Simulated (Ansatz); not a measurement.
`OB(F)[S][SnH3]`, relaxed with RKS PBE0-D4/def2-TZVP in Ansatz from a PBE-D4/def2-SVP geometry. The force threshold is 0.005 eV/Å; the program also tests the step.

Total charge 0; spin multiplicity 1. Sn takes the def2 core potential.

Start:

```xyz
9

O    -1.385    1.296    0.516
B    -0.648    0.734    1.507
F    -0.986    1.045    2.765
S     0.790   -0.414    1.360
Sn    0.831   -0.888   -1.039
H    -1.062    1.091   -0.384
H     2.468   -0.852   -1.567
H     0.068   -2.400   -1.356
H    -0.076    0.388   -1.803
```

| step | energy (eV) | largest force (eV/Å) | largest move (Å) |
| --- | --- | --- | --- |
| 1 | -22169.7247 | 0.613 | 0.000 |
| 2 | -22169.7536 | 0.349 | 0.063 |
| 3 | -22169.7616 | 0.217 | 0.026 |
| 4 (rejected) | -22169.7612 | 0.164 | 0.046 |
| 5 | -22169.7630 | 0.101 | 0.022 |
| 6 | -22169.7645 | 0.037 | 0.013 |
| 7 | -22169.7649 | 0.033 | 0.026 |
| 8 | -22169.7650 | 0.038 | 0.016 |
| 9 | -22169.7651 | 0.036 | 0.013 |
| 10 | -22169.7652 | 0.030 | 0.015 |
| 11 | -22169.7653 | 0.048 | 0.036 |
| 13 | -22169.7655 | 0.055 | 0.009 |
| 15 | -22169.7656 | 0.039 | 0.019 |
| 17 | -22169.7657 | 0.028 | 0.004 |
| 19 | -22169.7657 | 0.017 | 0.004 |
| 21 | -22169.7658 | 0.014 | 0.029 |
| 23 | -22169.7658 | 0.009 | 0.009 |
| 25 | -22169.7658 | 0.014 | 0.011 |
| 27 | -22169.7658 | 0.008 | 0.003 |
| 29 | -22169.7658 | 0.007 | 0.011 |
| 31 | -22169.7658 | 0.005 | 0.004 |

End:

```xyz
9

O    -1.252    1.458    0.537
B    -0.625    0.755    1.500
F    -0.895    1.098    2.753
S     0.561   -0.626    1.331
Sn    0.787   -0.931   -1.042
H    -1.045    1.193   -0.364
H     2.408   -0.649   -1.472
H     0.294   -2.511   -1.432
H    -0.233    0.213   -1.811
```

It took 110 s on 4 threads of an Arm Neoverse V2 on a shared host, with 0.63 GiB of host memory at the peak.
